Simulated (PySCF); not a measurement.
Si(H)2(Me)(PH2) (CH₇PSi), SMILES [SiH2](P)C.

Geometry: PBE-D3(BJ)/def2-SVP. The values are those of a single conformer.

Level of theory: PySCF with ωB97X/def2-TZVPD.

Isolated molecule, no solvent.

### Question
Estimate the frontier levels, gap, dipole moment and polarisability. (Estimate from the structure and the level; the computed values follow.)

### Answer

```json
{
  "highest_occupied_level": "-9.73 eV",
  "lowest_empty_level": "1.76 eV",
  "orbital_gap": "11.49 eV",
  "dipole_moment": "1.51 D",
  "quadrupole, principal values (traceless, Buckingham form, about the centre of nuclear charge)": "-2.42, 0.51, 1.91 D·Å",
  "mean_static_polarisability": "71.9 bohr³ (10.66 Å³)",
  "polarisability_principal_values": "62.6, 67.9, 85.2 bohr³"
}
```
